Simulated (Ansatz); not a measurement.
[RuNF4]- (RuNF₄⁻). The state is a singlet with charge -1. Geometry r2SCAN-D4/def2-SVPD, basis def2-TZVPD, Ansatz.

Cartesian coordinates in Å:
```
Ru 0.074 0.076 0.057
N 1.049 1.073 0.808
F -0.473 -1.258 1.323
F 1.149 -1.326 -0.692
F -0.088 0.684 -1.755
F -1.710 0.752 0.260
```

```tsv
run	HOMO (eV)	LUMO (eV)
A	-2.98	1.76
B	-1.02	0.86
C	-5.76	3.79
D	-2.04	1.32
E	-1.23	1.06
```

In the def2 sets Ru takes a core potential; there is no spin–orbit coupling.

Task: The runs used LDA (SPW92), PBE0, r2SCAN, r2SCANh, ωB97M-V. Estimate which is which.

Result: A PBE0 (25 % exact exchange); B LDA (SPW92) (0 % exact exchange); C ωB97M-V (range-separated); D r2SCANh (10 % exact exchange); E r2SCAN (0 % exact exchange). Exact exchange lowers occupied and raises empty levels; among semilocal functionals meta-GGAs tend to open the gap a little, and such runs are hard to tell apart. The gap grows from 1.88 eV (LDA (SPW92)) to 9.55 eV (ωB97M-V).
